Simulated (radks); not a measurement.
These are the eigenvalues of the occupied orbitals of an atom or ion with whole-number occupations (eV). Calculated with a radial shooting solver on a logarithmic mesh with Libxc functionals: Dirac Kohn-Sham, LDA (Slater exchange, VWN5 correlation), spin-unpolarised, spherical densities, point nucleus.

orbital  eigenvalue
1s1/2     -23017.64
2s1/2     -3355.122
2p1/2     -3109.952
2p3/2     -2965.563
3s1/2     -616.3912
3p1/2     -520.3447
3p3/2     -495.4932
3d3/2     -324.7740
3d5/2     -319.8674
4s1/2     -103.4124
4p1/2      -74.0341
4p3/2      -70.0351
4d3/2      -26.2061
4d5/2      -25.7572

Which element is it, and in what charge state? The configuration may be excited. Open shells, if any, fill j = l - 1/2 first.

Answer. Z = 45, rhodium, charge +2: Rh2+ in [Kr] 4d7. The list shows which subshells hold electrons but not how many an open one holds; the 1s level, -845.88 hartree, gives Z - s = 41.1 by -(Z - s)^2/2, which with screening and relativity narrows Z to a few neighbours, and the depths of the outer levels then fix element, charge and occupations together.
